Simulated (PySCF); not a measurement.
## Electron correlation in Ga⁺ (gallium, charge +1)

[Ar] 3d10 4s2, closed-shell 1S. Calculation: PySCF 2.14, in aug-cc-pVDZ-PP with ECP10MDF (5s4p3d, 32 functions); a scalar-relativistic core potential. Frozen: 3s2 3p6 3d10; 2 electrons correlated.

Total MP2 correlation energy: -23.31 mhartree.

Same-spin part 0.00 and opposite-spin part -23.31 mhartree; SCS-MP2 scales them by 1/3 and 6/5 to -27.97 mhartree.

With two correlated electrons CCSD is exact within the correlated space (frozen core and kept virtual orbitals).

```
level  correlation energy (mhartree)
 CCSD                         -35.42
```

Diagnostics: T1 = 0.0048, D1 = 0.0068, largest double amplitude 0.096.

Cost of the coupled-cluster step: 0.04 s of wall time on 1 thread of Intel(R) Xeon(R) 6975P-C (shared host), for 2 correlated electrons.

Iterations:

```
CC2 = 0
CCSD nocc = 1, nmo = 23
frozen orbitals [0, 1, 2, 3, 4, 5, 6, 7, 8]
max_cycle = 100
direct = 0
conv_tol = 1e-08
conv_tol_normt = 1e-06
diis_space = 8
diis_start_cycle = 0
Init t2, MP2 energy = -258.111639852591  E_corr(MP2) -0.0233062069154469
Init E_corr(CCSD) = -0.0233062069155886
cycle = 1  E_corr(CCSD) = -0.0308314578946563  dE = -0.00752525098  norm(t1,t2) = 0.044958
cycle = 2  E_corr(CCSD) = -0.0335341315048502  dE = -0.00270267361  norm(t1,t2) = 0.018862
cycle = 3  E_corr(CCSD) = -0.0354413820688988  dE = -0.00190725056  norm(t1,t2) = 0.00834343
cycle = 4  E_corr(CCSD) = -0.035417586460492  dE = 2.37956084e-05  norm(t1,t2) = 0.000357061
cycle = 5  E_corr(CCSD) = -0.0354196534886322  dE = -2.06702814e-06  norm(t1,t2) = 3.78674e-05
cycle = 6  E_corr(CCSD) = -0.0354175002817172  dE = 2.15320691e-06  norm(t1,t2) = 7.75625e-06
cycle = 7  E_corr(CCSD) = -0.0354178903710384  dE = -3.90089321e-07  norm(t1,t2) = 1.79334e-06
cycle = 8  E_corr(CCSD) = -0.0354178851429717  dE = 5.22806667e-09  norm(t1,t2) = 9.32405e-08
CCSD converged
E(CCSD) = -258.1237515308183  E_corr = -0.03541788514297171
```
